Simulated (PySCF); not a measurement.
C2H6AlF (SMILES [CH3][Al]([CH3])[F]), singlet, at a GFN2-xTB geometry (such geometries of metal compounds can be far from the true shape), with bond 3-2 at 1.6 times its length; PySCF with B3LYP/STO-3G.

Input for PySCF:
```python
from pyscf import gto, scf, dft

mol = gto.M(
    atom='''
Al   -0.01873622    0.01128456   -0.01949987
C     1.82868265   -0.13941676   -0.74158589
H     2.48219511   -1.75490460   -0.60731903
H     2.53495403    0.51967783   -0.23045799
H     1.84292245    0.13399660   -1.80155726
C    -0.74425394   -0.52313267    1.75297945
H    -1.55785866   -1.24709688    1.64474875
H    -1.17283915    0.33536843    2.27920618
H     0.00348516   -0.96852525    2.41114294
F    -1.12786591    0.68936370   -1.05114186
''',
    basis='sto-3g',
    verbose=4,
)

mf = dft.RKS(mol)
mf.xc = 'b3lyp'
mf.DIIS = scf.EDIIS
mf.kernel()
```

It wrote (shortened):

```
PySCF version 2.14.0

[INPUT] verbose = 4
[INPUT] num. atoms = 10
[INPUT] num. electrons = 40
[INPUT] charge = 0
[INPUT] spin (= nelec alpha-beta = 2S) = 0
[INPUT] symmetry False subgroup None
[INPUT] Mole.unit = angstrom
[INPUT] Symbol           X                Y                Z      unit          X                Y                Z       unit  Magmom
[...]
nuclear repulsion = 149.629709804107
number of shells = 20
number of NR pGTOs = 90
number of NR cGTOs = 30
basis = sto-3g
ecp = {}

******** <class 'pyscf.dft.rks.RKS'> ********
method = RKS
initial guess = minao
damping factor = 0
level_shift factor = 0
DIIS = <class 'pyscf.scf.diis.EDIIS'>
diis_start_cycle = 1
diis_space = 8
diis_damp = 0
SCF conv_tol = 1e-09
SCF conv_tol_grad = None
SCF max_cycles = 50
direct_scf = True
direct_scf_tol = 1e-13
XC library pyscf.dft.libxc version 7.1.2
    S. Lehtola, C. Steigemann, M. J. T. Oliveira, and M. A. L. Marques,  SoftwareX 7, 1–5 (2018)
XC functionals = b3lyp
    P. J. Stephens, F. J. Devlin, C. F. Chabalowski, and M. J. Frisch,  J. Phys. Chem. 98, 11623 (1994)
radial grids:
    Treutler-Ahlrichs [JCP 102, 346 (1995); DOI:10.1063/1.469408] (M4) radial grids

becke partition: Becke, JCP 88, 2547 (1988); DOI:10.1063/1.454033
pruning grids: <function nwchem_prune>
grids dens level: 3
symmetrized grids: False
atomic radii adjust function: <function treutler_atomic_radii_adjust>
small_rho_cutoff = 0
Set gradient conv threshold to 3.16228e-05
Initial guess from minao.
tot grids = 120528
init E= -416.33025535066
[...]
cycle= 1 E= -416.601339733406  delta_E= -0.271  |g|= 0.545  |ddm|= 3.55
[...]
cycle= 2 E= -416.207825021194  delta_E= 0.394  |g|= 1.31  |ddm|= 2.44
[...]
cycle= 3 E= -416.695287688124  delta_E= -0.487  |g|= 0.278  |ddm|= 2.02
[...]
cycle= 4 E= -416.695287685269  delta_E= 2.86e-09  |g|= 0.278  |ddm|= 2.51e-08
[...]
cycle= 5 E= -416.695287687098  delta_E= -1.83e-09  |g|= 0.278  |ddm|= 1.61e-08
[...]
cycle= 6 E= -416.695287687563  delta_E= -4.65e-10  |g|= 0.278  |ddm|= 4.09e-09
[...]
cycle= 7 E= -416.695287686544  delta_E= 1.02e-09  |g|= 0.278  |ddm|= 8.95e-09
[...]
cycle= 8 E= -416.695287695656  delta_E= -9.11e-09  |g|= 0.278  |ddm|= 8e-08
[...]
cycle= 9 E= -416.695287711097  delta_E= -1.54e-08  |g|= 0.278  |ddm|= 1.36e-07
[...]
cycle= 10 E= -416.677434024657  delta_E= 0.0179  |g|= 0.353  |ddm|= 0.341
[...]
cycle= 11 E= -416.592013719952  delta_E= 0.0854  |g|= 0.651  |ddm|= 1.41
[...]
cycle= 12 E= -416.72130075485  delta_E= -0.129  |g|= 0.159  |ddm|= 1.09
[...]
cycle= 13 E= -416.721300754401  delta_E= 4.49e-10  |g|= 0.159  |ddm|= 2.52e-08
[...]
cycle= 14 E= -416.72130075334  delta_E= 1.06e-09  |g|= 0.159  |ddm|= 1.55e-08
[...]
cycle= 15 E= -416.721300752468  delta_E= 8.71e-10  |g|= 0.159  |ddm|= 1.68e-08
[...]
cycle= 16 E= -416.721300750354  delta_E= 2.11e-09  |g|= 0.159  |ddm|= 3.82e-08
[...]
cycle= 17 E= -416.721300746528  delta_E= 3.83e-09  |g|= 0.159  |ddm|= 6.12e-08
[...]
cycle= 18 E= -416.716165533127  delta_E= 0.00514  |g|= 0.197  |ddm|= 0.0685
[...]
cycle= 19 E= -416.705391578643  delta_E= 0.0108  |g|= 0.25  |ddm|= 0.423
[...]
cycle= 20 E= -416.702304183597  delta_E= 0.00309  |g|= 0.284  |ddm|= 0.761
[...]
cycle= 21 E= -416.730308030309  delta_E= -0.028  |g|= 0.0583  |ddm|= 0.467
[...]
cycle= 22 E= -416.730308030818  delta_E= -5.1e-10  |g|= 0.0583  |ddm|= 1.1e-07
[...]
cycle= 23 E= -416.730308031376  delta_E= -5.58e-10  |g|= 0.0583  |ddm|= 2.97e-08
[...]
cycle= 24 E= -416.730308031124  delta_E= 2.52e-10  |g|= 0.0583  |ddm|= 8.43e-09
[...]
cycle= 25 E= -416.730308030923  delta_E= 2.01e-10  |g|= 0.0583  |ddm|= 2.22e-08
[...]
cycle= 26 E= -416.730308031904  delta_E= -9.81e-10  |g|= 0.0583  |ddm|= 4.25e-08
[...]
cycle= 27 E= -416.721664720079  delta_E= 0.00864  |g|= 0.16  |ddm|= 0.143
[...]
cycle= 28 E= -416.715470707147  delta_E= 0.00619  |g|=  0.2  |ddm|= 0.437
[...]
cycle= 29 E= -416.72549095382  delta_E= -0.01  |g|= 0.127  |ddm|= 0.437
[...]
cycle= 30 E= -416.730843306505  delta_E= -0.00535  |g|= 0.0442  |ddm|= 0.134
[...]
cycle= 31 E= -416.730843306486  delta_E= 1.91e-11  |g|= 0.0442  |ddm|= 9.26e-09
[...]
cycle= 32 E= -416.730843306546  delta_E= -5.93e-11  |g|= 0.0442  |ddm|= 5.38e-09
[...]
cycle= 33 E= -416.730843310232  delta_E= -3.69e-09  |g|= 0.0442  |ddm|= 1.62e-07
[...]
cycle= 34 E= -416.730843306502  delta_E= 3.73e-09  |g|= 0.0442  |ddm|= 1.63e-07
[...]
cycle= 35 E= -416.730843306413  delta_E= 8.89e-11  |g|= 0.0442  |ddm|= 6.23e-09
[...]
cycle= 36 E= -416.72437873905  delta_E= 0.00646  |g|= 0.137  |ddm|= 0.192
[...]
cycle= 37 E= -416.723600426451  delta_E= 0.000778  |g|= 0.142  |ddm|= 0.356
[...]
cycle= 38 E= -416.729635351348  delta_E= -0.00603  |g|= 0.0717  |ddm|= 0.269
[...]
cycle= 39 E= -416.730196488178  delta_E= -0.000561  |g|= 0.0606  |ddm|= 0.017
[...]
cycle= 40 E= -416.730196488106  delta_E= 7.12e-11  |g|= 0.0606  |ddm|= 1.32e-08
[...]
cycle= 41 E= -416.730196486816  delta_E= 1.29e-09  |g|= 0.0606  |ddm|= 5.31e-08
[...]
cycle= 42 E= -416.73019648883  delta_E= -2.01e-09  |g|= 0.0606  |ddm|= 7.33e-08
[...]
cycle= 43 E= -416.73019648938  delta_E= -5.5e-10  |g|= 0.0606  |ddm|= 3.67e-08
[...]
cycle= 44 E= -416.730196488201  delta_E= 1.18e-09  |g|= 0.0606  |ddm|= 5.26e-08
[...]
cycle= 45 E= -416.727234406026  delta_E= 0.00296  |g|= 0.106  |ddm|= 0.198
[...]
cycle= 46 E= -416.728587447897  delta_E= -0.00135  |g|= 0.0875  |ddm|= 0.249
[...]
cycle= 47 E= -416.731165957823  delta_E= -0.00258  |g|= 0.0343  |ddm|= 0.141
[...]
cycle= 48 E= -416.7311659578  delta_E= 2.38e-11  |g|= 0.0343  |ddm|= 7.23e-09
[...]
cycle= 49 E= -416.73116595778  delta_E= 2.01e-11  |g|= 0.0343  |ddm|= 8.1e-09
[...]
cycle= 50 E= -416.731165957457  delta_E= 3.22e-10  |g|= 0.0343  |ddm|= 1.93e-08
SCF not converged.
SCF energy = -416.731165957457
```

Convergence was not reached.
